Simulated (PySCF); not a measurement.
Structure with atom numbers: `[CH2:1]=[C:2]([CH3:3])[Si@@H:4]([F:5])[SiH2:6][SiH3:7]`; H(Xn) means a hydrogen on atom n. Ha(C1) is cis to C3; Ha(Si6) is pro-R; Hb(Si6) is pro-S; Hb(C1) is trans to C3.

All values are calculated (PySCF 2.14.0 with density-fitted response routines): structure optimised with GFN2-xTB, shielding tensors at PBE0/pcSseg-1 (GIAO). In vacuum, no relativistic terms, one averaged value for each set of equivalent atoms, single conformer.

References, each an isolated molecule treated in the same way: $^{13}$C (σ = 186.93 ppm) and $^{1}$H (σ = 31.72 ppm) and $^{29}$Si (σ = 349.16 ppm) against TMS; $^{19}$F (σ = 170.95 ppm) against CFCl3.

| atoms | nucleus | count | Hirshfeld charge | δ (ppm) |
| --- | --- | --- | --- | --- |
| H(Si4) | $^{1}$H | 1 | -0.08 | 5.90 |
| F5 | $^{19}$F | 1 | -0.21 | -230.8 |
| Hb(Si6) | $^{1}$H | 1 | -0.08 | 3.37 |
| C3 | $^{13}$C | 1 | -0.12 | ? |
| Si6 | $^{29}$Si | 1 | 0.14 | ? |
| Hb(C1) | $^{1}$H | 1 | 0.04 | ? |
| H(Si7) | $^{1}$H | 3 | -0.07 | 3.63 |
| H(C3) | $^{1}$H | 3 | 0.04 | 1.90 |
| Si7 | $^{29}$Si | 1 | 0.23 | -117.4 |
| Si4 | $^{29}$Si | 1 | 0.35 | 19.0 |
| C1 | $^{13}$C | 1 | -0.10 | ? |
| C2 | $^{13}$C | 1 | -0.09 | 151.0 |
| Ha(Si6) | $^{1}$H | 1 | -0.07 | 3.20 |
| Ha(C1) | $^{1}$H | 1 | 0.05 | 6.24 |

Complete the table.

## Answers


- C1: 134.8 ppm, terminal =CH2 carbon; an sp2 carbon of a C=C bond
- C3: 23.1 ppm, allylic methyl carbon; saturated and bonded to C and H only
- Hb(C1): 5.87 ppm, hydrogen on a terminal =CH2 carbon; a vinylic proton, deshielded by the sp2 carbon and the C=C anisotropy
- Si6: -133.8 ppm, silicon bonded to 2 Si, 2 H

Shifts are as computed. Against solution values, carbons near 30 ppm lie about +3 ppm off and those near 130 ppm about +5 ppm. Of 1211 compounds with measured shifts, 218 miss one by over three times the rms of a fit or turn the order of signals round; such compounds aren't used in these exercises. Unscaled 19F shifts against computed CFCl3 carry errors that often reach 10 to 50 ppm.
